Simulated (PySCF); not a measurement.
Shifts of the heteroatoms

Atom-mapped SMILES (the numbers label the heavy atoms): `[O:1]=[C:2]1[CH:3]=[C:4]([CH2:5]/[CH:6]=[CH:7]\[Cl:8])[CH2:9][SiH2:10]1`. Each H is labelled by its parent atom.

Calculated, not measured (PySCF): coordinates at the GFN2-xTB level, GIAO PBE0/pcSseg-1 shieldings. A single conformation, relativity neglected, no solvent model, equivalent nuclei averaged.

(1) Predict the 29Si NMR data.

(2) What are the 17O shifts?

## Answers

(1) 
| atoms | environment | σ (ppm) | δ (ppm) |
| --- | --- | --- | --- |
| Si10 | silicon bonded to 2 C, 2 H, in a 5-membered ring | 421.7 | -66.7 |

Shieldings were converted by a linear fit to measured shifts: 29Si (scatter 8.9 ppm rms, 25.8 ppm with the 6 outliers that the fit left out vs TMS, solution or neat liquid). A few per cent of atoms miss by over 2 rms, more outside the fitted compound classes.

On a 600 MHz spectrometer 29Si resonates near 119.2 MHz, so 1 ppm is 119.2 Hz.

(2) 
```tsv
atoms	environment	σ (ppm)	δ (ppm)
O1	carbonyl oxygen	-485.4	708.8
```

Shieldings were converted by a linear fit to measured shifts: 17O: δ = 266.70 − 0.911σ (rms 10.7 ppm, 155 shifts, 12.2 ppm with the 3 outliers that the fit left out vs liquid water, solution or neat liquid). Occasional misses reach two or three times the rms, and more in compound classes unlike the fitted ones.

On a 600 MHz spectrometer 17O resonates near 81.3 MHz, so 1 ppm is 81.3 Hz.
